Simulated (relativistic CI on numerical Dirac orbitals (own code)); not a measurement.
**La XLVIII: sensitivity of the levels to the model**

Base calculation: Dirac-Coulomb-Breit CI, orbitals from a KLI potential per configuration, model QED, unscaled Slater integrals.

Configurations in the expansion (outside the closed core 1s2): 2s2.2p6, 2s2.2p5.3s, 2s2.2p5.3p, 2s2.2p5.3d, 2s.2p6.3s, 2s.2p6.3p, 2s.2p6.3d, 2s2.2p5.4s, 2s2.2p5.4p, 2s2.2p5.4d, 2s2.2p5.4f, 2s.2p6.4s, 2s2.2p4.3s2, 2s.2p6.4p, 2s.2p6.4d, 2s.2p6.4f. Levels of other configurations are missing.

The lowest level and the first level of each name with at least 55 % of one term (blank where a level has no safe partner in the second run):

```tsv
Level	Base (eV)	Shift (eV)
2s2.2p6 1S_0	0.00	0.00
2s2.2p5.3s 3P°_2	4742.73	+0.24
2s2.2p5.3s 1P°_1	4748.73	+0.34
2s2.2p5.3p 3D_3	4955.59	+0.06
2s2.2p5.3p 1P_1	4955.65	+0.53
2s2.2p5.3p 3P_2	4964.58	-0.04
2s2.2p5.3p 1S_0	5003.54	+0.62
2s2.2p5.3d 3P°_0	5069.86	+0.54
2s2.2p5.3d 3P°_1	5076.39	+0.30
2s2.2p5.3d 3D°_2	5084.47	-0.04
2s2.2p5.3d 3F°_4	5101.97	-0.05
2s2.2p5.3d 3D°_3	5114.06	-0.09
2s2.2p5.3d 1P°_1	5135.52	+1.60
2s2.2p5.3s 3P°_0	5168.13	+0.52
```

At this charge energies of transitions that change n are usually good to better than 1 %, and those within a shell (Δn = 0) to a few per cent.

One thing was changed in a second run, which moved the levels as shown. Which?
A. configuration mixing switched off
B. Breit term removed
C. QED terms removed

A. Configuration mixing switched off. Without mixing, levels that were pushed by configurations of the same parity and J return to their single-configuration places.

LS names give the leading component of a level, which can be under half, so a name can repeat, a term be missing and a line seem to break the LS rules.
